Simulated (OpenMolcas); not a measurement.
## What dynamic correlation does to the levels of Sm4+

```
Program             : OpenMolcas 26.06
Basis               : ANO-R2 [8s6p5d3f1g]
Scalar Hamiltonian  : X2C, finite nucleus
Active space        : 4 electrons in 12 orbitals (RAS2 4f; RAS3 5d, at most 1 electron)
State averaging     : 2S+1 = 5 even, 35 roots; 2S+1 = 3 even, 126 roots kept (CI in the orbitals of an earlier block); 2S+1 = 1 even, 122 roots kept (CI in the orbitals of an earlier block); 2S+1 = 5 odd, 175 roots (15 in the spin-orbit step); 2S+1 = 3 odd, 119 roots kept (CI in the orbitals of an earlier block, 0 in the spin-orbit step); 2S+1 = 1 odd, 13 roots kept (CI in the orbitals of an earlier block, 0 in the spin-orbit step)
Spin-orbit coupling : state interaction with AMFI integrals over the reference wave functions, term energies averaged over their components
```

Methods on the same reference wave functions:
A. RASSCF
B. SS-RASPT2, IPEA 0.25 Eh, imaginary shift 0.1 Eh (closed shells correlated: 5s 5p)

Energies in cm-1 above 4f4 5I4.

| Level | A | B |
| --- | --- | --- |
| 4f4 5I4 | 0.0 | 0.0 |
| 4f4 5I5 | 2023 | 2040 |
| 4f4 5I6 | 4247 | 4270 |
| 4f4 5I7 | 6596 | 6620 |
| 4f4 5I8 | 9019 | 9040 |
| 4f4 5F1 | 18675 | 16940 |
| 4f4 5F2 | 19298 | 17540 |
| 4f4 5F3 | 20470 | 18720 |
| 4f4 5S2 | 21452 | 19710 |
| 4f4 5F4 | 21740 | 20010 |
| 4f4 3K6 | 22732 | 22420 |
| 4f4 5F5 | 23548 | 21820 |
| 4f4 3K7 | 24541 | 24210 |
| 4f4 3H4(1) [52 %] | 25795 | 24280 |
| 4f4 3K8 [72 %] | 26694 | 26380 |
| 4f4 5G2 | 27363 | 24830 |
| 4f4 5G3 [60 %] | 27498 | 25300 |
| 4f4 3H5(1) [51 %] | 29002 | 27380 |
| 4f4 5G4 [73 %] | 30238 | 28030 |
| 4f4 3G3(1) [61 %] | 31110 | 29240 |
| 4f4 3L7 | 32003 | 31540 |
| 4f4 3D2 [59 %] | 32389 | 30520 |
| 4f4 5G5 [66 %] | 32751 | 30590 |
| 4f4 3L8 [66 %] | 33644 | 33160 |

From A to B the spin-free energies of the other terms of 4f4 shown, above 5I, scale by factors of 0.89 to 0.98.

The lowest spin-free term lies below A's lowest term by 0.274 hartree in B.

CASPT2 breaks the degeneracy within a term, and the mean is taken; among the terms shown or strongly mixed into the levels shown the widest spread is 150 cm-1 (4f4 5G, B). High states are left out of the spin-orbit mixing, which shifts the levels that they would mix with. Terms from blocks run as CI alone lack orbitals of their own. Without dynamic correlation excited terms often stand tens of per cent too high (terms of higher spin than the ground term too low), and those without a measured partner can miss by more than the paired ones (holds for A). Each CASPT2 term energy is a mean over a sample of three components (holds for B). Levels of configurations outside the active space are missing. The table leaves out levels that lie high or whose names do not pair safely across all columns.

A share in square brackets marks a mixed level and gives the weight of the term that names it, the lowest over the columns. A number in round brackets counts repeated terms of one configuration in the order of the reference energies.
